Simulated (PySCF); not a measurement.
PySCF 2.14 output of an unrestricted HSE06 calculation on a single atom or ion in aug-cc-pwCVTZ (7s6p4d2f, 59 functions), with the non-relativistic Hamiltonian (point nucleus):

```
SCF conv_tol = 1e-09
number electrons alpha = 5  beta = 4
    J. Heyd, G. E. Scuseria, and M. Ernzerhof.,  J. Chem. Phys. 118, 8207 (2003)
    J. Heyd, G. E. Scuseria, and M. Ernzerhof.,  J. Chem. Phys. 124, 219906 (2006)
    A. V. Krukau, O. A. Vydrov, A. F. Izmaylov, and G. E. Scuseria.,  J. Chem. Phys. 125, 224106 (2006)
cycle= 1 E= -98.9420310339044  delta_E= -0.00476  |g|= 0.037  |ddm|= 0.166
cycle= 2 E= -98.9421470213264  delta_E= -0.000116  |g|= 0.0341  |ddm|= 0.0722
cycle= 3 E= -98.9424420782633  delta_E= -0.000295  |g|= 0.0054  |ddm|= 0.0377
cycle= 4 E= -98.9424539905755  delta_E= -1.19e-05  |g|= 0.000662  |ddm|= 0.01
cycle= 5 E= -98.9424541447862  delta_E= -1.54e-07  |g|= 1.97e-05  |ddm|= 0.000969
cycle= 6 E= -98.9424541448995  delta_E= -1.13e-10  |g|= 9.86e-07  |ddm|= 1.98e-05
converged SCF energy = -98.9424541448995  <S^2> = 0.75617497  2S+1 = 2.0061655
```

The run itself started from symmetry-adapted Hartree-Fock orbitals and held the occupation by maximum overlap, on a logarithmic radial grid, so the iterations belong to that start.

Problem. Which element, charge and spin multiplicity is this?

Solution. F (fluorine, neutral), multiplicity 2; the state was [He] 2s1 2p6, 2S determinant (an excited configuration).
